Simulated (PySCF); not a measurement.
C₃H₈N, SMILES [C](N)(C)C, multiplicity 2.

Geometry optimised at PBE-D3(BJ)/def2-SVP. The isomer is the one that the SMILES or the coordinates give; other isomers of the formula were not compared. One conformer was computed; it need not be the lowest.

Calculation: PBE-D3(BJ)/def2-SVP run with PySCF 2.14.0.

Harmonic, unscaled wavenumbers; measured fundamentals usually lie a few per cent lower.

| mode | ν (cm⁻¹) | IR (km/mol) | moving atoms (share of kinetic energy) |
|---|---|---|---|
| 1 | 120 | 23.1 | H 95 % |
| 2 | 123 | 0.8 | H 84 %, C 15 % |
| 3 | 186 | 5.0 | H 96 % |
| 4 | 253 | 6.8 | C 52 %, H 39 %, N 8 % |
| 5 | 367 | 0.1 | H 44 %, C 43 %, N 14 % |
| 6 | 399 | 0.1 | H 42 %, C 34 %, N 24 % |
| 7 | 602 | 231.2 | H 78 %, N 21 % |
| 8 | 794 | 5.6 | C 60 %, H 22 %, N 18 % |
| 9 | 924 | 0.9 | H 79 %, C 21 % |
| 10 | 938 | 4.2 | H 77 %, C 23 % |
| 11 | 986 | 0.3 | H 62 %, C 26 %, N 12 % |
| 12 | 1011 | 1.4 | H 64 %, C 35 % |
| 13 | 1048 | 3.2 | H 66 %, C 25 %, N 10 % |
| 14 | 1309 | 0.8 | H 80 %, C 19 % |
| 15 | 1322 | 19.3 | H 65 %, C 30 % |
| 16 | 1358 | 0.2 | H 51 %, C 47 % |
| 17 | 1368 | 21.1 | H 65 %, C 31 % |
| 18 | 1383 | 3.9 | H 96 % |
| 19 | 1395 | 21.8 | H 91 %, C 8 % |
| 20 | 1417 | 2.3 | H 69 %, C 30 % |
| 21 | 1432 | 3.0 | H 67 %, C 30 % |
| 22 | 1555 | 36.5 | H 85 %, N 13 % |
| 23 | 2797 | 133.3 | H 94 % |
| 24 | 2813 | 132.7 | H 94 % |
| 25 | 2962 | 32.5 | H 93 % |
| 26 | 2964 | 31.4 | H 93 % |
| 27 | 3051 | 4.4 | H 91 %, C 9 % |
| 28 | 3053 | 26.8 | H 91 %, C 9 % |
| 29 | 3405 | 3.7 | H 96 % |
| 30 | 3524 | 3.5 | H 91 %, N 9 % |
